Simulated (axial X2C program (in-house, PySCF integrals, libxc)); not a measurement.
Which molecule has these constants?

All values come from calculations with an in-house relativistic program for diatomic molecules, spin-free (one-electron X2C) or two-component (2c: spin–orbit coupling with atomic mean-field Coulomb and Gaunt terms, which also bring small scalar terms), in Dyall basis sets with cores contracted in-house; open shells are unrestricted.

A two-component PBE0 calculation in a Dyall 3-zeta basis gave Re = 2.722 Å, ωe = 194.0 cm⁻¹, dipole magnitude 2.15 D, Ω = 1/2.

Task: Which molecule is it?
A. SnI
B. SnCl
C. SnF
D. SnBr

Result: A. The others have SnBr 2.518 Å and 242.3 cm⁻¹ (Ω = 1/2); SnCl 2.377 Å and 344.2 cm⁻¹ (Ω = 1/2); SnF 1.952 Å and 572.7 cm⁻¹ (Ω = 1/2).

Each entry is the lowest single determinant of a limited PBE0 search at one distance. De goes to single-determinant-based atoms at the same level (for ions the charge split of lowest energy) and is withheld (n/a) where an atom does not fit its ground term or J level. Main or longest-lived isotopes. The functionals have no current term, which raises determinants with orbital currents.
